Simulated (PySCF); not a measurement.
C4H6ClF, SMILES C=CC[C@H](F)Cl. Heavy atoms are numbered as in [CH2:1]=[CH:2][CH2:3][C@H:4]([F:5])[Cl:6]. Hydrogens are named by the atom that carries them.

Geometry: B3LYP-D3(BJ)/def2-SVP. The structure was generated by enumeration; whether it is a known compound was not checked. The values are those of a single conformer.

Calculation: PBE/def2-TZVP in PySCF.

ESP charges are fitted to the potential on shells at 1.4 to 2.0 van der Waals radii. Atomic charges (e), one atom of each kind:

```json
[
 {"atom": "C1 (CH2)", "Mulliken": "-0.26", "ESP fit": "-0.55", "IAO": "-0.32", "Löwdin": "-0.21"},
 {"atom": "C2 (CH)", "Mulliken": "-0.13", "ESP fit": "0.03", "IAO": "-0.14", "Löwdin": "-0.20"},
 {"atom": "C3 (CH2)", "Mulliken": "-0.15", "ESP fit": "-0.18", "IAO": "-0.29", "Löwdin": "-0.28"},
 {"atom": "C4 (CH)", "Mulliken": "0.13", "ESP fit": "-0.02", "IAO": "0.18", "Löwdin": "-0.60"},
 {"atom": "F5", "Mulliken": "-0.16", "ESP fit": "-0.12", "IAO": "-0.28", "Löwdin": "0.16"},
 {"atom": "Cl6", "Mulliken": "-0.13", "ESP fit": "-0.12", "IAO": "-0.10", "Löwdin": "0.29"},
 {"atom": "H on C1", "Mulliken": "0.12", "ESP fit": "0.21", "IAO": "0.16", "Löwdin": "0.13"},
 {"atom": "H on C2", "Mulliken": "0.12", "ESP fit": "0.12", "IAO": "0.15", "Löwdin": "0.15"},
 {"atom": "H on C3", "Mulliken": "0.11", "ESP fit": "0.12", "IAO": "0.16", "Löwdin": "0.15"},
 {"atom": "H on C4", "Mulliken": "0.11", "ESP fit": "0.17", "IAO": "0.16", "Löwdin": "0.13"}
]
```

Computed Mayer and Wiberg (Löwdin basis) orders of the bonds:
```csv
bond,Mayer,Wiberg
C1–C2,1.96,2.18
C2–C3,0.98,1.23
C3–C4,1.00,1.23
C4–F5,1.09,1.73
C4–Cl6,1.11,1.61
```
